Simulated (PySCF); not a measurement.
C$_{2}$H$_{3}$O (SMILES [CH-]1CO1), charge -1, singlet, at a GFN2-xTB geometry (in this run its highest filled SCF level lies above zero, so its values depend strongly on the basis, on diffuse functions most of all). Base run: PBE/6-31G* run with PySCF.

PySCF was given this input:
```python
from pyscf import gto, scf, dft

mol = gto.Mole()
mol.atom = '''
    C     0.12758253    0.83909514   -0.40587053
    O     0.01305692   -0.00449006    0.83668314
    C     0.01266963   -0.63253186   -0.40519283
    H    -0.93552180    1.24899715   -0.58229583
    H    -0.91341079   -1.19766682   -0.63989719
    H     0.90296421   -1.25478943   -0.60489199
'''
mol.basis = '6-31g*'
mol.charge = -1
mol.verbose = 4
mol.build()

mf = dft.RKS(mol)
mf.xc = 'pbe'
mf.kernel()
mf.analyze()
```

Each row names what was changed in the base input (with any setting that the change needs).

| change | ΔE vs base (mEh) | fitting functions |
|---|---|---|
| base | 0.000 | - |
| auxbasis = def2-universal-jkfit | -0.059 | 281 |
| auxbasis = cc-pvdz-jkfit | -0.191 | 279 |
| auxbasis = even-tempered beta=1.6 | -0.078 | 581 |
| auxbasis = even-tempered beta=3.0 | -0.873 | 265 |
| auxbasis = cc-pvtz-jkfit | -0.076 | 327 |
| auxbasis = even-tempered beta=2.0 | -0.149 | 386 |
| auxbasis = cc-pvtz-ri | -0.241 | 333 |
| auxbasis = default (with mf = mf.density_fit()) | -0.191 | 279 |
| auxbasis = def2-svp-ri | -8.882 | 186 |

A fitting set is made for a task (jfit for Coulomb, jkfit for Coulomb and exchange, ri for correlation) and for a family of orbital bases.
